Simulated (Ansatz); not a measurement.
BrH₂InO₂, SMILES `[OH][In]([OH])[Br]`. Charge 0, multiplicity 1. Correlated methods include outer-core shells of Br, In, which these sets cover unevenly. Scalar relativity is left out up to krypton. In takes the def2 core potential.

Cartesian coordinates in Å:
```
O -0.755 0.981 1.267
In 0.337 -0.335 0.283
O 0.261 -0.489 -1.683
Br 1.815 -1.807 1.526
H -1.311 1.511 0.690
H -0.346 0.139 -2.083
```

Problem. Give the diagnostics of a CCSD(T)/def2-TZVPP run (frozen core, the Gaussian-basis code of Ansatz). (Best estimate.)

Solution. Ansatz gave: T1 = 0.0143, largest single amplitude 0.048, largest double 0.026, (T) share of the correlation energy 3.4 %, 10 CCSD cycles. The RHF solution is stable towards an unrestricted one. T1 lies under the customary mark of 0.02 for closed shells.
